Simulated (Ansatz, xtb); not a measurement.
**Two structures of FGaGeH3N**

Structure I is a singlet given by its coordinates and structure II is a singlet given by its coordinates. Both are isolated molecules in the gas phase, relaxed with r2SCAN-D4/def2-SVP.

I (Å):

```yaml
atoms:
  - { symbol: F, position_ang: [0.8082, -1.0539, 0.6414] }
  - { symbol: Ga, position_ang: [0.1409, -0.3614, -1.2890] }
  - { symbol: Ge, position_ang: [0.6715, 0.7629, 1.2067] }
  - { symbol: N, position_ang: [-1.0855, 0.5399, 0.2677] }
  - { symbol: H, position_ang: [-1.6053, 1.3950, 0.0508] }
  - { symbol: H, position_ang: [-1.7159, -0.0770, 0.7841] }
  - { symbol: H, position_ang: [1.2394, 1.1294, -0.3277] }
```

Close contacts (Å): F1–Ga2 2.16, F1–Ge3 1.91, Ga2–Ge3 2.79, Ga2–N4 2.18, Ge3–N4 2.00, Ga2–H7 2.09, Ge3–H7 1.68, N4–H5 1.02, N4–H6 1.02.

II (Å):

```csv
atom,x (Å),y (Å),z (Å)
F,-1.6974,-1.8639,1.9416
Ga,0.3566,1.4923,-0.2203
Ge,-1.5575,-1.1377,0.3313
N,-0.3881,0.1806,0.8437
H,-0.1402,0.1590,1.8375
H,-0.0743,1.4507,-1.7149
H,1.3280,2.5015,0.4556
```

Close contacts (Å): F1–Ge3 1.77, Ga2–N4 1.85, Ge3–N4 1.84, Ga2–H6 1.56, Ga2–H7 1.56, N4–H5 1.02.

Task: Which of the two would you expect CCSD(T)/def2-SVP + ΔMP2/def2-TZVPP electronic energies to favour?

Result: Structure I; the calculation gives E(II) − E(I) = +4.6 kcal/mol.

How the difference moves with the method:

| level | geometry | E(II) − E(I) (kcal/mol) | departure from the last row (kcal/mol) | job, with rough time for the two |
| --- | --- | --- | --- | --- |
| r2SCAN-D4/def2-SVP | r2SCAN-D4/def2-SVP | +10.5 | +5.9 | optimisation, 36 s |
| HF/def2-SVP | r2SCAN-D4/def2-SVP | +0.3 | −4.3 | part of the CCSD(T) run |
| MP2/def2-SVP | r2SCAN-D4/def2-SVP | +1.1 | −3.5 | part of the CCSD(T) run |
| CCSD(T)/def2-SVP | r2SCAN-D4/def2-SVP | +4.9 | +0.3 | single point |
| CCSD(T)/def2-SVP + ΔMP2/def2-TZVPP | r2SCAN-D4/def2-SVP | +4.6 |  | single point, 20 s |

HF/def2-SVP finds them nearly level. The largest departure from CCSD(T)/def2-SVP + ΔMP2/def2-TZVPP is that of r2SCAN-D4/def2-SVP, 5.9 kcal/mol. Levels run at GFN2-xTB geometries aren't shown. The last row adds to CCSD(T) the change of the MP2 difference between the two basis sets, here −0.3 kcal/mol.

With harmonic frequencies from r2SCAN-D4/def2-SVP (ideal gas, rigid rotor, one conformer each, 400 K, 1 atm): the zero-point term adds −3.0 kcal/mol; ΔH is +2.1 and ΔG +0.3 kcal/mol. In free energy the two are nearly level.

The correlated steps freeze 20 core orbitals; the filled d shell of Ga and Ge is correlated, in a basis made for valence electrons. Mirror images aren't counted in ΔG. Run with Ansatz 0.2.0; the last row on 2 threads of Intel(R) Xeon(R) 6975P-C (Granite Rapids) on a shared host.
